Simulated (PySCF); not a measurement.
bromine (Br2), SMILES BrBr.

Coordinates come from a PBE-D3(BJ)/def2-TZVP optimisation.

Two levels are set side by side: TDA-PBE/def2-TZVPD (PySCF) and ADC(2)/aug-cc-pVDZ (PySCF). Vertical, same geometry; the bases differ. Differences are taken from unrounded values.

```json
[
 {"quantity": "lowest singlet excitation (eV)", "ADC(2)": "3.03", "TDA-PBE": "2.65", "TDA-PBE minus ADC(2)": "-0.38"}
]
```

Functionals without exact exchange tend to place singlet excitations lower, as here. Differences between two approximate levels are no errors against the true value.

Rough cost on one machine, each run with all the roots and properties that it gave: ADC(2) against TDA-PBE about 5 times.
